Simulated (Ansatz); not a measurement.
Compare A (`C[Si](C)(C)O`) with its isomer B (`OCCC[SiH3]`).

Program: Ansatz. Geometries: PBE0-D4/def2-TZVP. ΔE: electronic, gas phase. CCSD(T)/CBS adds triple-zeta CCSD(T) − MP2 to the extrapolated MP2 energy (def2 sets, frozen cores). Functionals use def2-TZVPP. Each species was taken in one conformer, which may not be the lowest.

Which isomer does CCSD(T)/CBS put lower? Give the gap. (Best estimate.)

Ansatz gave: A, by 67.9 kcal/mol.

Give E(B) − E(A) in kcal/mol with CCSD(T)/def2-TZVPP, ωB97M-V, PBE0-D4, r2SCAN-D4, HF/def2-TZVPP, PBE-D4, CCSD/def2-TZVPP. (Estimate.)

The calculation gave: CCSD(T)/def2-TZVPP 66.5, ωB97M-V 68.1, PBE0-D4 66.2, r2SCAN-D4 69.5, HF/def2-TZVPP 66.0, PBE-D4 65.1, CCSD/def2-TZVPP 66.6. None reverses the order clearly.

Largest T1 diagnostic: 0.010.

From PBE to PBE0 (25 % exact exchange), in def2-TZVPP and without D4, E(B) − E(A) moves by +1.0 kcal/mol.
